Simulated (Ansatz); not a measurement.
Ansatz results at the PBE0-D4/def2-TZVP geometry: LUMO energy (PBE/def2-TZVPP) -1.50 eV; size of the dipole moment (B3LYP/def2-TZVPP) 1.21 D; HOMO energy (PBE/def2-TZVPP) -6.60 eV.

Each molecule was computed in one conformer, which needn't be the lowest.

(1) Which molecule gave them?
A. `BC=S`
B. `BC(N)=O`
C. `CB(S)C[SiH3]`
D. `CB[SiH2]SC`

Results:

(1) C. The others give `BC=S`: -3.83, 1.70, -6.50; `CB[SiH2]SC`: -2.84, 0.23, -5.54; `BC(N)=O`: -1.14, 4.65, -6.77.

B3LYP here is the variant with VWN-RPA as its local correlation; programs differ in this.
